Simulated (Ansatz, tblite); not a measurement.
Cost and result up the ladder for the cluster TiO4H4 (9 atoms). Charge 0, multiplicity 1. Geometry: PBE-D4/def2-SVP.

```xyz
9

Ti    0.254   -0.139    0.139
O    -0.872   -1.002   -1.530
O     1.692    0.726    0.674
O     0.121    0.059   -1.719
O    -1.271    0.456    0.893
H    -1.719   -0.494   -1.538
H     0.566   -1.729    0.703
H    -1.373    1.065    1.647
H     2.602    1.058    0.732
```

Ansatz on 2 threads of Arm Neoverse V1 on a shared host; xTB runs through tblite on one thread. Times are rough, summed over both states, and most runs start from the orbitals of an earlier one. CAM-B3LYP-D4/def2-TZVP serves as the yardstick here, not as an exact answer. The other state is a doublet.

The xTB rows come from tblite. LC-ωPBE has ω = 0.4 bohr⁻¹. The structure holds one bond between oxygen atoms, so isomers without such links may lie far lower. The structure comes from a short search, and lower isomers may exist.

Raw xTB energies of ions are shifted by several eV.

```json
{"level": "GFN2-xTB", "functions": "29", "wall time": "0.008 s"}
{"level": "GFN1-xTB", "functions": "33", "wall time": "0.011 s"}
{"level": "BLYP-D4/def2-TZVP", "functions": "193", "wall time": "12 s"}
{"level": "PBE-D4/def2-TZVP (with forces)", "functions": "193", "wall time": "13 s"}
{"level": "LC-ωPBE/def2-TZVP", "functions": "193", "wall time": "14 s"}
{"level": "HF/def2-TZVP", "functions": "193", "wall time": "17 s"}
{"level": "PBE0-D4/def2-TZVP (with forces)", "functions": "193", "wall time": "19 s"}
{"level": "r2SCAN-D4/def2-TZVP", "functions": "193", "wall time": "23 s"}
{"level": "CAM-B3LYP-D4/def2-TZVP", "functions": "193", "wall time": "24 s"}
{"level": "B97M-V/def2-TZVP", "functions": "193", "wall time": "43 s"}
```

(1) Estimate what each level gives for the vertical IE (eV).

Results:

(1) 
```tsv
level	vertical IE (eV)	difference from CAM-B3LYP-D4/def2-TZVP (eV)
GFN2-xTB	14.44	3.99
GFN1-xTB	15.83	5.38
BLYP-D4/def2-TZVP	9.72	-0.73
PBE-D4/def2-TZVP (with forces)	9.74	-0.72
LC-ωPBE/def2-TZVP	10.37	-0.08
HF/def2-TZVP	9.84	-0.61
PBE0-D4/def2-TZVP (with forces)	10.18	-0.27
r2SCAN-D4/def2-TZVP	9.91	-0.54
CAM-B3LYP-D4/def2-TZVP	10.45	0.00
B97M-V/def2-TZVP	10.20	-0.25
```
